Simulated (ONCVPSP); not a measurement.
# Varying the ONCV potential for Pt

Base potential:

- Element: Pt
- Generator: ONCVPSP 4.0.1
- Type: optimised norm-conserving Vanderbilt (ONCV)
- Functional: LDA (Perdew-Zunger)
- Relativity: scalar-relativistic
- Frozen core: [Kr] 4d10 4f14
- Valence charge: 18
- Reference configuration: 5s2 5p6 5d9 6s1
- Partial waves: 5s+6s: rc 1.50 bohr, ncon 4, nbas 7, qcut 8.8 1/bohr, 3 projectors, debl 2.2 Ha; 5p: rc 1.70 bohr, ncon 4, nbas 7, qcut 10.1 1/bohr, 2 projectors, debl 3.2 Ha; 5d: rc 1.60 bohr, ncon 5, nbas 9, qcut 5.2 1/bohr, 2 projectors, debl 1.5 Ha
- Local potential: polynomial inside 1.15 bohr (lpopt 5, dvloc0 4 Ha)
- Core correction: Teter function, fcfact 5.25, rcfact 1.75

Cutoffs, loose and tight: the cutoffs (Ha) at which the residual kinetic energy of the hardest occupied pseudo-wave falls to 1 and 0.1 mHa per electron. They do not see the model core or the augmentation charge, which bear on the density cutoff. Test errors are all-electron minus pseudo excitation energies from the reference, over the configurations 5s2 5p6 5d9 6s0; 5s2 5p6 5d8 6s0; 5s2 5p6 5d7 6s0; 5s2 5p6 5d6 6s0. A dash means not determined; rows that change the core or the reference have their own tests.

1 further variants are left out, since the program set their typed debl aside.

A true bound ghost makes a file unfit for plane-wave use even where its test errors are small: the radial tests pick states by their node count and pass the ghost by.

```json
{"change": "base", "outcome": "generated", "cutoff, loose": "35 Ha", "cutoff, tight": "101 Ha", "bound ghosts": "none", "GHOST(+) flags above zero": "s", "largest test error (meV)": "-149"}
{"change": "d: debl 0.3", "outcome": "generated", "cutoff, loose": "35 Ha", "cutoff, tight": "101 Ha", "bound ghosts": "d", "GHOST(+) flags above zero": "s", "largest test error (meV)": "-150"}
{"change": "d: debl 0.45", "outcome": "generated", "cutoff, loose": "35 Ha", "cutoff, tight": "101 Ha", "bound ghosts": "d", "GHOST(+) flags above zero": "s", "largest test error (meV)": "-150"}
{"change": "d: debl 0.75", "outcome": "generated", "cutoff, loose": "35 Ha", "cutoff, tight": "101 Ha", "bound ghosts": "none", "GHOST(+) flags above zero": "s, d", "largest test error (meV)": "-149"}
{"change": "d: debl 1.2", "outcome": "generated", "cutoff, loose": "35 Ha", "cutoff, tight": "101 Ha", "bound ghosts": "none", "GHOST(+) flags above zero": "s", "largest test error (meV)": "-149"}
{"change": "d: debl 2", "outcome": "generated", "cutoff, loose": "35 Ha", "cutoff, tight": "101 Ha", "bound ghosts": "none", "GHOST(+) flags above zero": "s", "largest test error (meV)": "-149"}
{"change": "d: debl 2.7", "outcome": "generated", "cutoff, loose": "35 Ha", "cutoff, tight": "101 Ha", "bound ghosts": "none", "GHOST(+) flags above zero": "s", "largest test error (meV)": "-148"}
{"change": "d: debl 4.45", "outcome": "generated", "cutoff, loose": "35 Ha", "cutoff, tight": "101 Ha", "bound ghosts": "none", "GHOST(+) flags above zero": "s", "largest test error (meV)": "-148"}
```

Reading the sweep of the debl of the d channel (base included, trends over the rows without a ghost): The loose cutoff stays near 35 Ha. The median size of the test errors (rows with all tests solved) stays near 32.9 meV. Bound ghosts are found at 0.3, 0.45 Ha.
